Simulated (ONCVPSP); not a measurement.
# Cs: excitation energies, all-electron against ONCV

ONCVPSP 4.0.1 input, shortened (lines: element, Z, core and valence counts, functional; n l f; lmax; l rc ep ncon nbas qcut; lloc lpopt rc5 dvloc0; l nproj debl; icmod fcfact rcfact), PBEsol, scalar-relativistic:

```
  Cs 55.00    9    4  -116133      upf
    1    0    2.00
    2    0    2.00
    2    1    6.00
    3    0    2.00
    3    1    6.00
    3    2   10.00
    4    0    2.00
    4    1    6.00
    4    2   10.00
    5    0    2.00
    5    1    6.00
    5    2    0.50
    6    0    0.50
    2
    0    3.00    0.00    4    8    5.20
    1    2.90    0.00    4    8    4.00
    2    4.00    0.00    4    8    2.40
    4    5    1.95    0.00
    0    2    2.40
    1    2    3.60
    2    3    3.30
    2    0.55    0.90
```

Energies are relative to the spin-unpolarised reference configuration 5s2 5p6 5d0.5 6s0.5; without spin polarisation the order of configurations can differ from experiment.

(1) Give the all-electron excitation energy and the error of the potential for: 5s2 5p6 5d0 6s1; 5s2 5p6 5d0 6s0; 5s2 5p6 5d0 6s0.5; 5s2 5p6 5d0 6s0 6p1.

Levels in the configuration 5s2 5p6 5d0 6s0 6p1:

```
level  all-electron (eV)  pseudo (eV)
   5s            -28.077      -28.044
   5p            -14.800      -14.776
   6p             -1.279       -1.279
```

Note: no bound ghost flagged; GHOST(+) flagged for s at 68.7 eV, d at 153.0 eV.

## Answers

(1)

```
valence configuration  charge  ΔE all-electron (eV)  error AE − PS (meV)
      5s2 5p6 5d0 6s1       0                -0.843                 +0.8
      5s2 5p6 5d0 6s0      +1                 2.949                 +1.6
    5s2 5p6 5d0 6s0.5    +0.5                 0.614                 +1.1
  5s2 5p6 5d0 6s0 6p1       0                 0.509                 +4.9
```
